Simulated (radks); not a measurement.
Neutral tellurium inside a hard spherical wall (all orbitals vanish at R), configuration held at [Kr] 4d10 5s2 5p4 and not refilled when levels cross. Calculated with a radial shooting solver on a logarithmic mesh with Libxc functionals: scalar-relativistic Kohn-Sham, LDA (Slater exchange, Perdew-Wang correlation), spin-polarised, spherical densities, point nucleus; open shells are filled with parallel spins first (spin-orbit coupling, left out, can overturn this in heavy ions). Eigenvalues in eV for spin up, with the zero of energy where the potential of the charges vanishes at infinity; a dash marks a level that is unbound or too diffuse for the functional's potential to be trusted. A positive occupied level is held by the wall or, in an anion where self-interaction has pushed it up, behind a barrier. The pressure on the wall is -dE/dV.

\begin{tabular}{lrrrrrrrrr}
R (bohr) & E (hartree) & kinetic (hartree) & e(4p) & e(4d) & e(5s) & e(5p) & e(6s, empty) & e(5d, empty) & pressure (GPa) \\ \hline
free & -6788.86759 & 7111.346 & -114.18 & -41.726 & -15.786 & -6.539 & -0.561 & - & 0 \\
15 & -6788.86759 & 7111.346 & -114.18 & -41.726 & -15.786 & -6.539 & -0.510 & 0.987 & < 0.0001 \\
12 & -6788.86758 & 7111.346 & -114.17 & -41.724 & -15.785 & -6.538 & -0.365 & 1.245 & 0.000220 \\
7 & -6788.85939 & 7111.414 & -113.79 & -41.348 & -15.483 & -6.234 & 2.392 & 3.173 & 0.524 \\
4 & -6788.34172 & 7113.965 & -106.91 & -34.672 & -9.957 & 0.531 & 28.935 & 16.348 & 115 \\
2 & -6771.23187 & 7174.322 & -56.646 & 14.970 & 73.201 & 99.645 & 292.13 & 145.47 & 23400 \\
1.5 & -6726.66815 & 7313.297 & 10.435 & 88.885 & 245.94 & 286.79 & 689.46 & 346.83 & 182000 \\
\end{tabular}
